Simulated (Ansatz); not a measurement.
Ansatz results at the PBE0-D4/def2-TZVP geometry: HOMO–LUMO gap (PBE/def2-TZVPP) 3.36 eV; HOMO energy (B3LYP/def2-TZVPP) -7.04 eV; HOMO–LUMO gap (PBE0/def2-TZVPP) 5.22 eV.

Problem. Which molecule gave them?
A. `NC(F)=C=O`
B. `F[Si@H]1[SiH2][Si@@H]1Cl`
C. `C[SiH]1CN1`
D. `O[SiH2]N1C=C1S`

Solution. B. The others give `C[SiH]1CN1`: 4.89, -6.29, 7.01; `NC(F)=C=O`: 2.64, -6.39, 5.11; `O[SiH2]N1C=C1S`: 2.77, -5.41, 4.92.

B3LYP here is the variant with VWN-RPA as its local correlation; programs differ in this.
